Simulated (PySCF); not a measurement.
CH2O, triplet, geometry from GFN2-xTB (a higher spin typed on purpose: for a closed-shell molecule this is an excited state). Base run: M062X/pcseg-1 (PySCF).

Input for PySCF:
```python
from pyscf import gto, scf, dft

mol = gto.Mole()
mol.atom = '''
    C    -0.531391    0.098751    0.203776
    O     0.675825   -0.130935   -0.133377
    H    -1.284814   -0.641711   -0.114743
    H    -0.933441    1.096687   -0.040897
'''
mol.basis = 'pcseg-1'
mol.charge = 0
mol.spin = 2
mol.verbose = 4
mol.symmetry = True
mol.build()

mf = dft.UKS(mol)
mf.xc = 'm062x'
mf.kernel()
mf.analyze()
```

Each row names what was changed in the base input (with any setting that the change needs).

```
change                             ΔE vs base (mEh)  point group used  SCF cycles
---------------------------------  ----------------  ----------------  ----------
base                                          0.000                Cs          12
irrep_nelec = A':(8, 6) A":(1, 1)             365.6                Cs          15
symmetry = off                                0.000                C1          12
irrep_nelec = A':(6, 6) A":(3, 1)             259.2                Cs          13
```

Open shells are given as the SCF converged; they aren't shown to be the lowest states, and a large step between rows can be another state.
